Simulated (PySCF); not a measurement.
**Sb²⁺ (antimony, charge +2) across methods**

[Kr] 4d10 5s2 5p1, 2P determinant. Computed with PySCF 2.14 in aug-cc-pwCVDZ-PP with ECP28MDF (6s5p4d1f, 48 functions), with scalar relativity through the core potential.

```json
{"method": "PBEsol", "E (hartree)": "-239.0108", "mean ε 5s α (eV)": "-29.896", "mean ε 5s β (eV)": "-29.088", "mean ε 5p α (eV)": "-20.487", "Σ⟨r²⟩ (bohr²)": "35.65", "⟨S²⟩": "0.751"}
{"method": "r2SCAN", "E (hartree)": "-239.3577", "mean ε 5s α (eV)": "-30.164", "mean ε 5s β (eV)": "-29.167", "mean ε 5p α (eV)": "-20.860", "Σ⟨r²⟩ (bohr²)": "35.62", "⟨S²⟩": "0.754"}
{"method": "BLYP", "E (hartree)": "-239.2403", "mean ε 5s α (eV)": "-29.730", "mean ε 5s β (eV)": "-29.094", "mean ε 5p α (eV)": "-20.302", "Σ⟨r²⟩ (bohr²)": "35.75", "⟨S²⟩": "0.751"}
{"method": "M06-L", "E (hartree)": "-239.4499", "mean ε 5s α (eV)": "-29.637", "mean ε 5s β (eV)": "-28.832", "mean ε 5p α (eV)": "-20.237", "Σ⟨r²⟩ (bohr²)": "35.57", "⟨S²⟩": "0.752"}
{"method": "HSE06", "E (hartree)": "-239.2774", "mean ε 5s α (eV)": "-30.713", "mean ε 5s β (eV)": "-29.658", "mean ε 5p α (eV)": "-21.211", "Σ⟨r²⟩ (bohr²)": "35.72", "⟨S²⟩": "0.752"}
{"method": "PBE0", "E (hartree)": "-239.2794", "mean ε 5s α (eV)": "-31.109", "mean ε 5s β (eV)": "-29.972", "mean ε 5p α (eV)": "-21.638", "Σ⟨r²⟩ (bohr²)": "35.71", "⟨S²⟩": "0.752"}
{"method": "LDA", "E (hartree)": "-238.8867", "mean ε 5s α (eV)": "-30.181", "mean ε 5s β (eV)": "-29.505", "mean ε 5p α (eV)": "-20.556", "Σ⟨r²⟩ (bohr²)": "35.66", "⟨S²⟩": "0.751"}
{"method": "UHF", "E (hartree)": "-238.36990", "mean ε 5s α (eV)": "-34.068", "mean ε 5s β (eV)": "-31.702", "mean ε 5p α (eV)": "-24.407", "Σ⟨r²⟩ (bohr²)": "36.17", "⟨S²⟩": "0.759"}
```

(1) Estimate the same row for PBE.

Energies and moments cover only the electrons outside the core potential.

## Answers

(1) E (hartree) = -239.2692; mean ε 5s α (eV) = -29.811; mean ε 5s β (eV) = -29.029; mean ε 5p α (eV) = -20.483; Σ⟨r²⟩ (bohr²) = 35.70; ⟨S²⟩ = 0.751.
